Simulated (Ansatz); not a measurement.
Gas-phase reaction R1 + R2 → P1 + P2, each structure at its B3LYP-D3(BJ)/def2-TZVP stationary point, reached from a drawn start (curvature not checked).
R1, F5S (SMILES F[S](F)(F)(F)F) (charge 0, multiplicity 2):
```xyz
6

F     -0.3585     1.3484    -0.8717
S      0.0736     0.1579     0.1427
F      1.5559     0.1359    -0.5171
F      0.5388    -0.9616     1.2213
F     -1.3756     0.2510     0.8667
F     -0.4341    -0.9316    -0.8421
```
R2: O atom, charge 0, multiplicity 3.
P1, F4OS (SMILES O=S(F)(F)(F)F) (charge 0, multiplicity 1):
```
atom    x (Å)    y (Å)    z (Å)
----  -------  -------  -------
F     -0.4060   1.2313  -0.9411
S     -0.0421  -0.0859  -0.0814
F      1.4185   0.4612  -0.0835
F      0.4702  -1.1005   1.0650
F     -0.9239   0.5467   1.0389
O     -0.5166  -1.0527  -0.9981
```
P2: F atom, charge 0, multiplicity 2.

P less R. No zero-point or thermal terms; singlets are restricted closed shells; open shells are unrestricted; no spin–orbit coupling.

Frozen-core correlation throughout.

Programs: Ansatz (an electronic-structure program) with Gaussian orbitals. No computed number here is a measurement.

Question: One of these levels gives -162.5 kJ/mol for the reaction energy. Which one is it?
(A) CCSD/cc-pV(D+d)Z
(B) SVWN5/def2-TZVPP
(C) PBE0/def2-TZVPP

Answer: A, CCSD/cc-pV(D+d)Z. The others give -225.2 (SVWN5/def2-TZVPP), -192.8 (PBE0/def2-TZVPP)
